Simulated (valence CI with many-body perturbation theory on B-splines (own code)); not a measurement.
Results of a calculation; reference values are marked as such.
**From CI to CI+MBPT in Au28+**

Method: configuration interaction combined with many-body perturbation theory (CI+MBPT): five valence electrons over a frozen Dirac-Fock core [Kr] 4d10, a basis of 7 s, 7 p, 7 d, 7 f, 4 g, 2 h functions for each j, with the one-electron correlation potential Σ1, the two-electron term Σ2, the three-electron term Σ3, Breit, model QED; selected CI, second order for the rest, scaled by the run's own slope (own B-spline code, finite nucleus).

No measured spectrum was set against this ion. As an estimate, large intervals hold to a few tenths of a per cent, small ones and those within an open d or f shell to about a per cent. Core correlation moves these levels by up to 4900 cm⁻¹, and in measured spectra 5 to 20 % of such shifts remained as error; rates that hang on mixing are uncertain with them. Among the levels kept, up to 790 cm⁻¹ of a level comes from second order outside the variational space, and about a tenth of that is noise between levels of different J, which matters for small intervals. Only levels of the ground parity were solved; by the run's estimate the other parity begins above the list, which can be wrong where configurations are misplaced.

Each rung adds one term. CI alone is the Dirac-Coulomb CI over the frozen core; QED comes last and gives the full result, which names the levels. Energies are above (4f5/2^5) J=5/2 on the same rung, in eV.

Levels are named by their leading jj configuration (3d3/2^4 stands for four electrons in 3d with j = 3/2), which in mixed levels can hold well under half, so a name can repeat and another be missing. Letters in brackets count levels of one name in rising energy.

```
                       Level  CI alone
       (4f5/2^4 4f7/2) J=7/2     2.396
       (4f5/2^4 4f7/2) J=5/2     4.074
       (4f5/2^4 4f7/2) J=3/2     4.311
 (4f5/2^3 4f7/2^2) J=9/2 [a]     4.342
       (4f5/2^4 4f7/2) J=1/2     4.701
(4f5/2^3 4f7/2^2) J=11/2 [a]     5.820
 (4f5/2^3 4f7/2^2) J=7/2 [a]     6.138
      (4f5/2^4 4f7/2) J=13/2     6.909
      (4f5/2^4 4f7/2) J=15/2     7.101
 (4f5/2^3 4f7/2^2) J=9/2 [b]     7.892
 (4f5/2^3 4f7/2^2) J=5/2 [a]     8.362
(4f5/2^3 4f7/2^2) J=15/2 [a]     9.300
(4f5/2^3 4f7/2^2) J=11/2 [b]     9.406
 (4f5/2^3 4f7/2^2) J=3/2 [a]     9.360
 (4f5/2^3 4f7/2^2) J=9/2 [c]     9.820
(4f5/2^3 4f7/2^2) J=13/2 [a]    10.161
```

Task: What do these energies become with core correlation, Breit and QED?

Result: (4f5/2^4 4f7/2) J=7/2 2.465 (+0.0689); (4f5/2^4 4f7/2) J=5/2 4.071 (-0.0027); (4f5/2^4 4f7/2) J=3/2 4.334 (+0.0231); (4f5/2^3 4f7/2^2) J=9/2 [a] 4.382 (+0.0401); (4f5/2^4 4f7/2) J=1/2 4.695 (-0.0062); (4f5/2^3 4f7/2^2) J=11/2 [a] 5.783 (-0.0367); (4f5/2^3 4f7/2^2) J=7/2 [a] 6.146 (+0.0078); (4f5/2^4 4f7/2) J=13/2 6.759 (-0.1504); (4f5/2^4 4f7/2) J=15/2 6.788 (-0.3137); (4f5/2^3 4f7/2^2) J=9/2 [b] 7.820 (-0.0722); (4f5/2^3 4f7/2^2) J=5/2 [a] 8.435 (+0.0722); (4f5/2^3 4f7/2^2) J=15/2 [a] 9.128 (-0.1718); (4f5/2^3 4f7/2^2) J=11/2 [b] 9.256 (-0.1502); (4f5/2^3 4f7/2^2) J=3/2 [a] 9.567 (+0.2072); (4f5/2^3 4f7/2^2) J=9/2 [c] 9.788 (-0.0319); (4f5/2^3 4f7/2^2) J=13/2 [a] 9.917 (-0.2443).

Task: How does the ionisation energy move along the ladder, and which term matters most?

Result: CI alone 953.53, + Σ1 956.94, + Σ2 968.69, + Σ3 968.73, + Breit 968.51, + QED 968.58 eV. The largest step is Σ2, 11.75 eV. NIST lists 990 ± 50 eV (theoretical).
